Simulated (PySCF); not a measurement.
HfO2, charge -1, doublet, geometry from GFN2-xTB (such geometries of metal compounds can be far from the true shape) (the multiplicity is a formal guess) (core potentials on Hf) (in this run its highest filled SCF level lies above zero, so its values depend strongly on the basis, on diffuse functions most of all); DF-REVPBE/def2-SVP in PySCF.

Here is a job for PySCF.
```python
from pyscf import gto, scf, dft

mol = gto.Mole()
mol.atom = '''
    Hf    0.079304   -0.000913    0.093590
    O     0.875300    0.281972   -1.462537
    O    -1.589040   -0.273759    0.620225
'''
mol.basis = 'def2-svp'
mol.ecp = {'Hf': 'def2-svp'}
mol.charge = -1
mol.spin = 1
mol.verbose = 4
mol.build()

mf = dft.UKS(mol)
mf.xc = 'revpbe'
mf = mf.density_fit(auxbasis='def2-universal-jkfit')
mf.kernel()
```

What the program printed (banner, timings and long lists left out):

```
PySCF version 2.14.0

[INPUT] verbose = 4
[INPUT] num. atoms = 3
[INPUT] num. electrons = 29
[INPUT] charge = -1
[INPUT] spin (= nelec alpha-beta = 2S) = 1
[INPUT] symmetry False subgroup None
[INPUT] Mole.unit = angstrom
[INPUT] Symbol           X                Y                Z      unit          X                Y                Z       unit  Magmom
[INPUT]  1 Hf     0.079304000000  -0.000913000000   0.093590000000 AA    0.149862840583  -0.001725319952   0.176859467998 Bohr   0.0
[INPUT]  2 O      0.875300000000   0.281972000000  -1.462537000000 AA    1.654077276832   0.532849854796  -2.763794377043 Bohr   0.0
[INPUT]  3 O     -1.589040000000  -0.273759000000   0.620225000000 AA   -3.002850400979  -0.517329534135   1.172055385608 Bohr   0.0

nuclear repulsion = 67.7255812991838
number of shells = 24
number of NR pGTOs = 105
number of NR cGTOs = 60
basis = def2-svp
ecp = {'Hf': 'def2-svp'}

******** <class 'pyscf.df.df_jk.DFUKS'> ********
method = DFUKS
initial guess = minao
damping factor = 0
level_shift factor = 0
DIIS = <class 'pyscf.scf.diis.CDIIS'>
diis_start_cycle = 1
diis_space = 8
diis_damp = 0
SCF conv_tol = 1e-09
SCF conv_tol_grad = None
SCF max_cycles = 50
direct_scf = False
number electrons alpha = 15  beta = 14
XC library pyscf.dft.libxc version 7.1.2
    S. Lehtola, C. Steigemann, M. J. T. Oliveira, and M. A. L. Marques,  SoftwareX 7, 1–5 (2018)
XC functionals = revpbe
    Y. Zhang and W. Yang,  Phys. Rev. Lett. 80, 890 (1998)
    J. P. Perdew, K. Burke, and M. Ernzerhof,  Phys. Rev. Lett. 77, 3865 (1996)
    J. P. Perdew, K. Burke, and M. Ernzerhof,  Phys. Rev. Lett. 78, 1396 (1997)
radial grids:
    Treutler-Ahlrichs [JCP 102, 346 (1995); DOI:10.1063/1.469408] (M4) radial grids

becke partition: Becke, JCP 88, 2547 (1988); DOI:10.1063/1.454033
pruning grids: <function nwchem_prune>
grids dens level: 3
symmetrized grids: False
atomic radii adjust function: <function treutler_atomic_radii_adjust>
small_rho_cutoff = 0
Set gradient conv threshold to 3.16228e-05
tot grids = 51960
init E= -185.776576629759

cycle= 1 E= -197.896262725653  delta_E= -12.1  |g|=    1  |ddm|= 5.32
cycle= 2 E= -188.629273194697  delta_E= 9.27  |g|= 3.22  |ddm|= 4.59
cycle= 3 E= -198.154927022205  delta_E= -9.53  |g|= 0.69  |ddm|= 4.18
cycle= 4 E= -198.336585181546  delta_E= -0.182  |g|= 0.346  |ddm|= 1.28
cycle= 5 E= -198.411235237195  delta_E= -0.0747  |g|= 0.0669  |ddm|= 0.873
cycle= 6 E= -198.413315730895  delta_E= -0.00208  |g|= 0.0222  |ddm|= 0.0851
cycle= 7 E= -198.413567070409  delta_E= -0.000251  |g|= 0.00415  |ddm|= 0.0321
cycle= 8 E= -198.413576437303  delta_E= -9.37e-06  |g|= 0.00124  |ddm|= 0.00803
cycle= 9 E= -198.413577237314  delta_E= -8e-07  |g|= 0.000519  |ddm|= 0.00183
cycle= 10 E= -198.413577224372  delta_E= 1.29e-08  |g|= 0.000556  |ddm|= 0.000697
cycle= 11 E= -198.413577359984  delta_E= -1.36e-07  |g|= 2.44e-05  |ddm|= 0.000444
cycle= 12 E= -198.413577360339  delta_E= -3.55e-10  |g|= 8.12e-06  |ddm|= 4.79e-05
Extra cycle  E= -198.413577360116  delta_E= 2.23e-10  |g|= 2.49e-05  |ddm|= 2.49e-05
converged SCF energy = -198.413577360116  <S^2> = 0.7533054  2S+1 = 2.0033027
```
